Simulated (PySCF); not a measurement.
C6H6O, SMILES C1C[C@@H](C#C)OC=1.

Geometry: B3LYP-D3(BJ)/def2-SVP. The structure was generated by enumeration; whether it is a known compound was not checked. One conformer was computed; it need not be the lowest.

Two levels are set side by side: PBE/def2-TZVP (PySCF) and M06-2X/def2-TZVP (PySCF). Same geometry, gas phase. Differences are taken from unrounded values.

```csv
quantity,M06-2X,PBE,PBE minus M06-2X
orbital gap (eV),8.82,4.39,-4.43
highest occupied level (eV),-7.64,-5.15,2.49
lowest empty level (eV),1.19,-0.76,-1.94
dipole moment (D),1.31,1.15,-0.16
mean polarisability (bohr³),67.0,69.8,2.8
```

PBE's occupied levels lie high since its potential decays too fast outside the molecule; exact exchange lowers them and widens the gap. Loosely held outer electrons make PBE densities more polarisable. Differences between two approximate levels are no errors against the true value.

Rough cost on one machine, each run with all the roots and properties that it gave: M06-2X against PBE about 4 times.
